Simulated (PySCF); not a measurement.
A small calculation by hand: oscillator strength and radiative lifetime

Be(F)(OMe) (CH3BeFO), SMILES [Be]([F])[O]C.

The structure is a stationary point at PBE-D3(BJ)/def2-TZVP. One conformer was computed; it need not be the lowest.

TDA-PBE0/def2-SVPD (PySCF 2.14.0) puts the first singlet state with f over 0.02 at 8.27 eV (vertical), with the transition dipole (0.400, -0.091, 0.000) in atomic units.

Problem. Find the oscillator strength, the wavelength and the radiative lifetime that this transition would have in vacuum if emission retraced absorption.

Solution. 
|μ|² = 0.1683 au, so |μ| = 1.04 D. ΔE = 8.27/27.211 = 0.3039 hartree. f = (2/3) ΔE |μ|² = 0.034 (the program prints 0.034).
λ = 1239.84/8.27 = 150 nm; ν = 66702 cm⁻¹.
Einstein's coefficient A = 0.6670 ν² f s⁻¹ (ν in cm⁻¹) = 1.0e8 s⁻¹, so τ = 1/A = 9.9 ns. This state is S6; the lower singlets have f = 0.010, 0.011, 0.011, 0.000, 0.000. The figure is the radiative limit of this one transition; relaxation, internal conversion, crossing to triplets and a medium change what is measured.
